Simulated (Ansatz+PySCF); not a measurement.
The numbers below are computed, except where a source is named.
This Ansatz input gave a total energy of -834.43669 hartree.

```yaml
crystal:
  periodic: [false, false, false]
  atoms:
    - { symbol: Sc, position_ang: [0.0, 0.0, -0.41581] }
    - { symbol: O, position_ang: [0.0, 0.0, 1.09151] }
basis:
  gaussian: { orbitals: def2-SVP }
magnetization:
  spin_polarized: true
  initial_magnetization: 1
hamiltonian:
  xc: hf
scf:
  omitted_lower_state_checks: [starts, atomic_configurations, cluster_reference, orbital_swaps, given_window_search, neighbouring_geometries, increment]
```

**Question.** Write an input for PySCF with the same method and basis set.

**Answer.**

```python
from pyscf import gto, scf

mol = gto.M(atom="""
Sc 0.000000 0.000000 -0.415810
O 0.000000 0.000000 1.091510
""", basis='def2-svp', charge=0, spin=1)
mf = scf.UHF(mol)
mf.init_guess = 'minao'
mf.kernel()
while True:  # follow internal instabilities
    mo, _, stable, _ = mf.stability(return_status=True)
    if stable: break
    mf.kernel(mf.make_rdm1(mo, mf.mo_occ))
print(mf.converged, mf.e_tot, mf.spin_square()[0])
```

PySCF 2.14.0 gave -834.43669 hartree, 0.00 meV from the first.
